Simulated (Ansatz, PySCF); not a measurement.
System: sum formula SiCl2F, charge 0, multiplicity 2. It need not be the lowest isomer of its formula. SMILES: Cl[Si](Cl)F
Geometry: optimised at B3LYP-D3(BJ)/def2-TZVP (Ansatz, a quantum-chemistry and plane-wave program).

Property: atomisation energy (electronic, to ground-state atoms), in kcal/mol. Correlated levels leave the core frozen unless marked. Open shells are spin-unrestricted. Spin-orbit coupling is left out. Non-relativistic. The coupled-cluster limit lacks core correlation, which all-electron functionals hold. CBS(X,Y): correlation extrapolated as X^-3; Hartree-Fock from the larger set. [CCSD(T)-MP2]/basis is that difference in the basis named.

```json
[
 {"level": "HF-D4/def2-TZVPD", "program": "PySCF + dftd4", "atomisation energy (kcal/mol)": "243.5"}
]
```

Predict the RI-MP2/CBS(cc-pV(T+d)Z,cc-pV(Q+d)Z)+[CCSD(T)-MP2]/cc-pV(T+d)Z result (Ansatz).

318.0 kcal/mol, so HF-D4/def2-TZVPD differs from it by -74.5 kcal/mol.
